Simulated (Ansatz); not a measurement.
Basis sets compared for the cluster Al₂P₂⁻ (the lowest doublet isomer of a short search). Total charge -1; doublet. Geometry B3LYP-D4/def2-TZVPD. Ansatz on 2 threads of AMD EPYC 7R43 on a shared host; times are rough, and most runs start from earlier orbitals.

Cartesian coordinates in Å:
```
Al 0.872 0.338 1.875
Al -1.112 0.219 -1.762
P 0.992 0.197 -0.548
P -0.752 -0.755 0.435
```

B3LYP takes the VWN-RPA correlation. At HF/STO-3G, PBE-D4/def2-SVPD, PBE-D4/def2-TZVPD the highest occupied level of the charge -1 doublet lies above zero (up to 4.52 eV). In Hartree–Fock with STO-3G the lack of diffuse functions raises the level. It is a level of α spin, whose loss leaves a singlet; that state wasn't run at this geometry and level. The electron is either unbound and held by the finite basis, or the level is raised by self-interaction error. At HF/def2-TZVPD the charge -1 doublet is spin-contaminated (final ⟨S²⟩ up to 0.89, 0.75 for a pure state). The structure comes from a short search, and lower isomers may exist.

```csv
level,functions,energy (Eh),HOMO (eV),LUMO (eV),wall time
HF/STO-3G,36,-1151.5369,4.52,13.89,0.7 s
HF/6-31G,52,-1165.2088,-2.71,4.66,1.5 s
HF/def2-TZVPD (with forces),172,-1165.3928,-2.74,4.47,23 s
PBE-D4/def2-SVPD,96,-1166.7145,0.08,0.89,6 s
PBE-D4/def2-TZVPD,172,-1167.1143,0.02,0.85,8 s
B3LYP-D4/6-31G,52,-1167.5851,-0.55,1.57,3.4 s
B3LYP-D4/def2-TZVPD,172,-1167.7609,-0.61,1.48,16 s
PBE0-D4/def2-SVPD,96,-1166.8095,-0.88,1.68,7 s
PBE0-D4/def2-TZVPD,172,-1167.2045,-0.93,1.64,14 s
```

Task: Estimate the rows for PBE0-D4/def2-QZVPPD.

Result: 
```
              level  functions  energy (Eh)  HOMO (eV)  LUMO (eV)  wall time
PBE0-D4/def2-QZVPPD        304   -1167.2386      -0.95       1.61       50 s
```
